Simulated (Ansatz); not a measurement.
Harmonic frequencies (cm⁻¹) at PBE0-D4/def2-TZVP from Ansatz: 44, 49, 86, 102, 232, 267, 347, 368, 523, 686, 686, 1061, 1243, 1252, 1464, 2703, 3062, 3128.

Each molecule was computed in one conformer, which needn't be the lowest.

Task: Which molecule is it?
A. `[Cl][GeH]1[NH]C[O]1`
B. `F[CH2][InH2]`
C. `F[CH2][In]([SH])[Cl]`
D. `[NH2][Al]1[NH][B]1Cl`

Result: C.
